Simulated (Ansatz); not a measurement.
Reaction (ligand exchange at the Sn–C bond): `CN[CH2][SnH3]` + HBr → `[Br][SnH3]` + `CNC`

Program: Ansatz. Geometries: PBE0-D4/def2-TZVP. ΔE: electronic, gas phase. CCSD(T)/CBS adds triple-zeta CCSD(T) − MP2 to the extrapolated MP2 energy (def2 sets, frozen cores). Functionals use def2-TZVPP. Elements past krypton have def2 core potentials. For Br, Sn outer-core shells are correlated without core-valence functions, which leaves a few kJ/mol of doubt a bond. Scalar relativity is left out up to krypton. Each species was taken in one conformer, which may not be the lowest.

CCSD(T)/CBS gives -131.6 kJ/mol.

Question: Another level gave -138.2 kJ/mol. Which?
A. ωB97M-V/def2-TZVPP
B. r2SCAN/def2-TZVPP
C. CCSD(T)/def2-TZVPP
D. PBE-D4/def2-TZVPP

Answer: B. r2SCAN -138.2, PBE-D4 -128.3, CCSD(T)/def2-TZVPP -123.8, ωB97M-V -133.8 kJ/mol.

Largest T1 diagnostic among the species: 0.011.

The D4 term adds +5.8 kJ/mol with B3LYP and +3.4 kJ/mol with PBE0; it sums over pairs of atoms, weighted by their polarisabilities, and B3LYP, whose exchange is more repulsive, gets the larger term. From PBE to PBE0 (25 % exact exchange), in def2-TZVPP and without D4, ΔE moves by −6.1 kJ/mol. In def2-TZVPP, CCSD(T) changes the Hartree–Fock value by +38.8 kJ/mol (the triples alone add +4.1 kJ/mol) and MP2 by +37.4 kJ/mol.

B3LYP here is the variant with VWN-RPA as its local correlation; programs differ in this.
